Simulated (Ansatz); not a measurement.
Program: Ansatz. Geometries: PBE0-D4/def2-TZVP. ΔE: electronic, gas phase. CBS: MP2 limit from def2 TZ/QZ plus the TZ coupled-cluster correction, frozen cores. Functionals use def2-TZVPP. For Br outer-core shells are correlated without core-valence functions, which leaves a few kJ/mol of doubt a bond. Scalar relativity is left out up to krypton. One conformer a species, not always the lowest.

Consider the ligand exchange at a B–C bond: `OC(F)BCl` + HBr → `ClBBr` + `OCF`.

`OC(F)BCl`:

Z-matrix (Å, degrees):
```
C
F 1 1.399
B 1 1.589 2 107.0
O 1 1.377 2 110.4 3 116.5
H 1 1.097 2 105.2 3 -122.5
Cl 3 1.732 1 119.9 2 -120.5
H 3 1.189 1 120.8 2 59.3
H 4 0.962 1 109.9 2 77.4
```

HBr:

```xyz
2

Br   -0.158   -0.153   -0.675
H     0.158    0.153    0.675
```

`ClBBr`:

Cartesian coordinates in Å:
```
Cl -0.655 0.625 1.435
B 0.071 0.126 -0.054
Br -0.109 -1.654 -0.680
H 0.693 0.903 -0.700
```

`OCF`:

Cartesian coordinates in Å:
```
O 1.065 -0.150 -0.120
C -0.229 0.173 0.193
F -0.988 -0.963 0.401
H 1.092 -0.532 -1.002
H -0.733 0.737 -0.600
H -0.207 0.735 1.128
```

(1) Is it downhill or uphill in electronic energy at CCSD(T)/CBS, and by how much? (An estimate is asked.)

(2) What do these levels give: PBE, BHLYP, HF/def2-TZVPP, CCSD(T)/def2-TZVPP, HF/def2-QZVPP, MP2/def2-QZVPP? (Best estimate.)

Largest T1 diagnostic among the species: 0.013.

## Answers

(1) The calculation gave: Downhill: ΔE = -97.0 kJ/mol.

(2) Ansatz gave: PBE -95.6, BHLYP -94.5, HF/def2-TZVPP -96.1, CCSD(T)/def2-TZVPP -95.3, HF/def2-QZVPP -95.8, MP2/def2-QZVPP -104.4 kJ/mol.

Leaving LDA and LC-ωPBE aside and taking each functional with its dispersion term where it has one, the values, not all of them listed here, spread over 12.1 kJ/mol, from PBE-QIDH to CAM-B3LYP-D4. LDA lies +4.5 kJ/mol from PBE without D4. At CCSD(T), def2-SVP lies +6.3 kJ/mol from the extrapolated value and def2-TZVPP +1.7 kJ/mol.
